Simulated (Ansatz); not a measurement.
`C[Si](F)(F)[SnH3]` and `C[Si](F)(F)[SiH3]` differ in one atom or group.

Ansatz, PBE0-D4/def2-TZVP geometries, multiplicity 1. 

Elements past krypton have def2 core potentials.

```csv
property,`C[Si](F)(F)[SnH3]`
HOMO–LUMO gap (ωB97M-V/def2-TZVPP) / eV,11.47
LUMO energy (ωB97M-V/def2-TZVPP) / eV,1.50
HOMO energy (PBE0/def2-TZVPP) / eV,-7.95
HOMO energy (ωB97M-V/def2-TZVPP) / eV,-9.97
size of the dipole moment (ωB97M-V/def2-TZVPP) / D,1.91
HOMO–LUMO gap (PBE0/def2-TZVPP) / eV,7.84
```

(1) What does the change do to each property? (An estimate is asked.)

Results:

(1) Computed: 
```csv
property,`C[Si](F)(F)[SiH3]`,shift
HOMO–LUMO gap (ωB97M-V/def2-TZVPP) / eV,12.07,0.60
LUMO energy (ωB97M-V/def2-TZVPP) / eV,1.72,0.22
HOMO energy (PBE0/def2-TZVPP) / eV,-8.29,-0.34
HOMO energy (ωB97M-V/def2-TZVPP) / eV,-10.35,-0.38
size of the dipole moment (ωB97M-V/def2-TZVPP) / D,1.98,0.07
HOMO–LUMO gap (PBE0/def2-TZVPP) / eV,8.24,0.40
```

With PBE0 the HOMO falls by 0.34 eV and the LUMO rises by 0.07 eV, so the gap widens by about 0.41 eV. PBE moves the HOMO by -0.25 eV and ωB97M-V by -0.38 eV. Dipoles are sizes alone; their direction can turn.
